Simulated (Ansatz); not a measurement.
CH9GaSi2. The species carries charge 0 and has multiplicity 1. Correlated methods include outer-core shells of Ga, which these sets cover unevenly. Scalar relativity is left out up to krypton. The bonds changed during the relaxation, so this is another structure than the one it started from.

Z-matrix (Å, degrees):
```
C
Si 1 1.870
H 1 1.092 2 110.2
H 1 1.091 2 110.4 3 -120.3
H 1 1.092 2 110.4 3 119.3
Si 2 2.329 1 115.4 3 70.3
H 2 1.523 1 112.2 3 -170.3
H 2 1.493 1 109.8 3 -56.6
H 6 1.492 2 113.8 1 -122.1
H 6 1.483 2 113.5 1 3.1
H 6 1.519 2 106.4 1 124.6
Ga 7 2.243 2 112.3 1 -98.0
H 12 1.711 7 76.2 2 36.2
```

(1) Give the diagnostics of a CCSD(T)/def2-TZVPP run (frozen core, Ansatz). (An estimate is asked.)

Results:

(1) Computed: T1 = 0.0141, largest single amplitude 0.019, largest double 0.059, (T) share of the correlation energy 3.8 %, 10 CCSD cycles. The RHF solution is stable towards an unrestricted one. T1 lies under the customary mark of 0.02 for closed shells.
